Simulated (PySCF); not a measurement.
Atom-mapped SMILES (the numbers label the heavy atoms): `[CH3:1][SiH2:2]/[CH:3]=[C:4](/[Cl:5])[C:6]([CH3:7])=[O:8]`. Hydrogens are named by the atom that carries them.

- shielding tensors at PBE0/pcSseg-1 (GIAO)
- GFN2-xTB geometry
- code: PySCF
- averaged over atoms made equivalent by symmetry, fast rotation or ring inversion, no solvent, non-relativistic, one conformer

References, each an isolated molecule treated in the same way: $^{13}$C (σ = 186.93 ppm), $^{1}$H (σ = 31.72 ppm), $^{29}$Si (σ = 349.16 ppm) against TMS; $^{35}$Cl (σ = 949.78 ppm) vs HCl; H2O for $^{17}$O (σ = 336.08 ppm).

```tsv
atoms	nucleus	count	Hirshfeld charge	δ (ppm)
C4	$^{13}$C	1	0.00	?
Si2	$^{29}$Si	1	0.32	-58.4
C7	$^{13}$C	1	-0.13	?
H(C3)	$^{1}$H	1	0.06	7.40
H(C1)	$^{1}$H	3	0.04	0.23
C1	$^{13}$C	1	-0.21	?
C6	$^{13}$C	1	0.17	?
H(Si2)	$^{1}$H	2	-0.09	4.51
Cl5	$^{35}$Cl	1	-0.02	254
H(C7)	$^{1}$H	3	0.05	2.55
O8	$^{17}$O	1	-0.16	627.8
C3	$^{13}$C	1	-0.11	160.6
```

Complete the table.

Results:


- C6: 202.5 ppm, ketone carbonyl carbon; low-lying n→π* states of the double bond to the heteroatom give a large paramagnetic term (-266 ppm)
- C4: 148.4 ppm, α carbon of a C=C–C=O unit; as expected for a trigonal carbon in a double bond
- C7: 30.7 ppm, methyl carbon α to a carbonyl; α to the electron-withdrawing carbonyl group
- C1: -7.1 ppm, methyl carbon bonded to Si; an electropositive neighbour leaves it electron-rich and shielded

Carbons that carry Cl, above all several Cl atoms, come out too deshielded, partly because spin–orbit coupling is missing. Shifts are as computed. Against solution values, carbons near 30 ppm lie about +3 ppm off and those near 130 ppm about +5 ppm; carbons on Cl a further +6 ppm. Of 1211 compounds with measured shifts, 218 miss one by over three times the rms of a fit or turn the order of signals round; such compounds aren't used in these exercises. Unscaled 17O shifts of doubly bonded oxygen tend to come out too high, by tens of ppm or more. Experimental scales use liquid or dissolved standards, which lie at an offset from isolated H2O (liquid H2O: subtract about 36 ppm).
